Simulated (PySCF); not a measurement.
Steps of a relaxation of [Tm(H2O)3]3+

[Tm(H2O)3]3+ (singlet in the valence; each metal's 4f electrons, 12 of them, lie in its core potential, out of spins and levels; a saddle point, relaxed within its symmetry). PySCF 2.14.0, RKS PBE0, Tm lcecp-1-SVP with ECP58, O def2-SVP, H def2-SVP; non-relativistic Hamiltonian with scalar-relativistic core potentials where named; density fitting; no spin-orbit coupling. Origin of the start: template. Columns: position (Å) and force (eV/Å). Energies are counted from the last step; some of the 6 steps are shown. Forces carry noise of the integration grid, about 0.01 to 0.03 eV/Å.

Run from Python with OMP_NUM_THREADS=2. Where DIIS fails, smearing, a level shift and second-order steps follow.
It took 21 s on 2 threads of Arm Neoverse V2, with other jobs on the host, from the converged density of the start.

```xyz
10
step 0  E = 0.503 eV
Tm    0.0000    0.0000    0.0000     0.00    0.00    0.00
O     2.4100    0.0000    0.0000    -2.36    0.00    0.00
H     3.0000    0.0000    0.7700     0.47    0.00    0.54
H     3.0000    0.0000   -0.7700     0.47    0.00   -0.54
O    -1.2050    2.0871    0.0000     1.18   -2.04    0.00
H    -1.5000    2.5981    0.7700    -0.24    0.41    0.54
H    -1.5000    2.5981   -0.7700    -0.24    0.41   -0.54
O    -1.2050   -2.0871    0.0000     1.18    2.04    0.00
H    -1.5000   -2.5981    0.7700    -0.24   -0.41    0.54
H    -1.5000   -2.5981   -0.7700    -0.24   -0.41   -0.54
```

```xyz
10
step 2  E = 0.040 eV
Tm    0.0000    0.0000    0.0000     0.00    0.00    0.00
O     2.2513    0.0000    0.0000     0.45    0.00    0.00
H     2.8894    0.0000    0.7691    -0.41    0.00   -0.23
H     2.8894    0.0000   -0.7691    -0.41    0.00    0.23
O    -1.1257    1.9497    0.0000    -0.22    0.39    0.00
H    -1.4447    2.5023    0.7691     0.21   -0.36   -0.23
H    -1.4447    2.5023   -0.7691     0.21   -0.36    0.23
O    -1.1257   -1.9497    0.0000    -0.22   -0.39    0.00
H    -1.4447   -2.5023    0.7691     0.21    0.36   -0.23
H    -1.4447   -2.5023   -0.7691     0.21    0.36    0.23
```

```xyz
10
step 3  E = 0.007 eV
Tm    0.0000    0.0000    0.0000     0.00    0.00    0.00
O     2.2201    0.0000    0.0000     0.42    0.00    0.00
H     2.8505    0.0000    0.7697    -0.22    0.00   -0.12
H     2.8505    0.0000   -0.7697    -0.22    0.00    0.12
O    -1.1101    1.9227    0.0000    -0.21    0.37    0.00
H    -1.4252    2.4686    0.7697     0.11   -0.19   -0.12
H    -1.4252    2.4686   -0.7697     0.11   -0.19    0.12
O    -1.1101   -1.9227    0.0000    -0.21   -0.37    0.00
H    -1.4252   -2.4686    0.7697     0.11    0.19   -0.12
H    -1.4252   -2.4686   -0.7697     0.11    0.19    0.12
```

Where does the relaxation end?

It converges at step 5 in D3h:
```xyz
10
step 5  E = 0
Tm    0.0000    0.0000    0.0000
O     2.2202    0.0000    0.0000
H     2.8383    0.0000    0.7721
H     2.8383    0.0000   -0.7721
O    -1.1101    1.9228    0.0000
H    -1.4192    2.4581    0.7721
H    -1.4192    2.4581   -0.7721
O    -1.1101   -1.9228    0.0000
H    -1.4192   -2.4581    0.7721
H    -1.4192   -2.4581   -0.7721
```

How did the contacts change?


```csv
contact,start (Å),end (Å)
Tm1–O2 (H2O),2.410,2.220
Tm1–O5 (H2O),2.410,2.220
Tm1–O8 (H2O),2.410,2.220
```


An lcecp potential fixes the number of 4f electrons, so in runs with it no electron can move into or out of that shell.
